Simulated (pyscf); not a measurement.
C₅H₈ (SMILES C1=CCCC1) → C₅H₈ (SMILES C=CC1CC1), a group migration (singlet surface; C–C broken, C–C formed). PySCF, gas phase, ωB97X-D3(BJ)/def2-SVP geometries. Energies in kcal/mol from the reactant's lowest minimum found.

AM1 to PM7: differences of heats of formation from MOPAC, which are fitted to 298 K values and so differ in kind from electronic energies by zero-point and thermal terms. 

Quick PM3 single points give ΔE‡ = 96.0 kcal/mol and ΔE = +30.2 kcal/mol. What does ωB97M-D3(BJ)/def2-TZVP give, and how far is the quick result from it?

ωB97M-D3(BJ)/def2-TZVP gives ΔE‡ = 88.1 kcal/mol and ΔE = +21.8 kcal/mol. PM3 lies 8.0 kcal/mol over it in the barrier and 8.4 kcal/mol over it in the reaction energy, so on this step it does not hold to within 3.0 kcal/mol. ωB97M-D3(BJ)/def2-TZVP has limits of its own. On the product side the descent ends in a point that may be a rotor saddle (no frequency run), 1.2 kcal/mol over the lowest minimum found and 68.6 kcal/mol under the saddle at ωB97X-D3(BJ)/def2-TZVP. At ωB97X-D3(BJ)/def2-TZVP the barrier from the zero used here is 92.1 kcal/mol. The same reactants have a lower exit, to cyclic C₅H₈ (SMILES [C]1CCCC1) [singlet] (barrier +69.7 kcal/mol at ωB97M-D3(BJ)/def2-TZVP, against +88.1 kcal/mol here). This is the saddle that the search found; another between the same sides may lie lower. A restricted solution here is unstable towards spin polarisation, so biradical character is likely and single-reference numbers are less safe.
